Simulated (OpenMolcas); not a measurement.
**Tm3+ in a point-charge field**

Tm3+ among 3 point charges of -1.5 e arranged as a planar triangle (D3h), 2.54 Å from the ion.
```
   2.5400    0.0000    0.0000  -1.50
  -1.2700    2.1997    0.0000  -1.50
  -1.2700   -2.1997    0.0000  -1.50
```

| Item | Value |
| --- | --- |
| Program | OpenMolcas 26.06 |
| Method | CASSCF |
| Basis | ANO-RCC-VDZP [7s6p4d2f1g] |
| Scalar Hamiltonian | DKH2, point nucleus |
| Active space | 12 electrons in 7 orbitals (4f) |
| State averaging | 2S+1 = 3 even, 21 roots; 2S+1 = 1 even, 27 roots kept (CI in the orbitals of an earlier block) |
| Spin-orbit coupling | state interaction with AMFI integrals over the reference wave functions |

The lowest spin-free states (labels of D3, the rotations of D3h), above the lowest:

| State | Degeneracy | E (cm-1) | Free-ion L (%) |
| --- | --- | --- | --- |
| 3E | 2 | 0.0 | H (100) |
| 3E | 2 | 467.7 | H (100) |
| 3A2 | 1 | 866.3 | H (100) |
| 3A1 | 1 | 881.8 | H (100) |
| 3E | 2 | 1175 | H (100) |
| 3E | 2 | 1360 | H (99) |
| 3A2 | 1 | 1422 | H (99) |
| 3A2 | 1 | 8543 | F (99) |
| 3E | 2 | 8620 | F (99) |
| 3E | 2 | 8818 | F (100) |
| 3A2 | 1 | 9156 | F (100) |
| 3A1 | 1 | 9162 | F (100) |
| 1E | 2 | 9774 | G (100) |
| 1A2 | 1 | 9789 | G (100) |
| 1A1 | 1 | 9806 | G (100) |
| 1E | 2 | 9867 | G (100) |
| 1E | 2 | 9949 | G (100) |
| 1A1 | 1 | 9984 | G (100) |
| 1A1 | 1 | 28219 | D (100) |
| 1E | 2 | 28595 | D (100) |

The lowest levels with spin-orbit coupling:

```csv
E (cm-1),Degeneracy,Label,2S+1,J,|mJ| (%),g
0.0,2,,3,6.00,6 (100),0.00 0.00 13.99
395.8,2,E,3,6.00,5 (100),0.00 0.00 11.63
751.5,2,E,3,6.00,4 (100),0.00 0.00 9.28
1037,1,A1,3,5.99,3 (100),
1048,1,A2,3,5.99,3 (100),
1257,2,E,3,5.99,2 (100),0.00 0.00 4.62
1387,2,E,3,5.99,1 (100),0.00 0.00 2.31
1431,1,A1,3,5.99,0 (100),
7566,2,E,3 (66 %),4.01,2 (100),0.00 0.00 4.33
7571,2,E,3 (66 %),4.01,1 (100),0.00 0.00 2.21
7574,1,A1,3 (67 %),4.01,0 (100),
7579,1,A2,3 (65 %),4.02,3 (100),
7591,1,A1,3 (65 %),4.02,3 (100),
7644,2,E,3 (65 %),4.03,4 (100),0.00 0.00 8.54
8501,2,E,3,5.00,5 (100),0.00 0.00 10.36
8980,2,E,3,4.98,4 (100),0.00 0.00 8.44
9330,1,A2,3,4.98,3 (100),
9333,1,A1,3,4.98,3 (100),
9582,2,E,3,4.99,2 (100),0.00 0.00 4.21
9735,2,E,3,4.99,1 (100),0.00 0.00 2.10
```

Powder χT (cm3 K/mol): 6.13 at 2 K, 6.16 at 10 K, 6.3 at 50 K, 6.48 at 100 K, 6.73 at 200 K, 6.87 at 300 K. The effective moment at 300 K is 2.828 √(χT) = 7.41 μB.

Hund's rules give f12 the level 3H6 with g = 1.167, so an isolated free-ion multiplet has χT = g² J(J+1) / 8 = 7.146 cm3 K/mol. The computed 6.869 at 300 K differs by -4 %, through the field's splitting, the mixing of terms and any other multiplet in reach.

Stevens parameters of the J = 6 multiplet, which is 1431 cm-1 wide (cm-1, z along the main axis): B20 = -1.331e+01, B40 = 3.974e-03, B60 = 6.773e-06, B66 = -1.838e-04.

This is an electrostatic model: the charges have no orbitals. The first state left out of the spin-orbit step lies near 83000 cm-1 above the lowest spin-free state of the reference (among the parities and spins computed), and the lists stop at four fifths of that energy or lower. No measured value stands beside these numbers.

With an even number of electrons the g values are those of a degenerate or nearly degenerate non-Kramers pair.
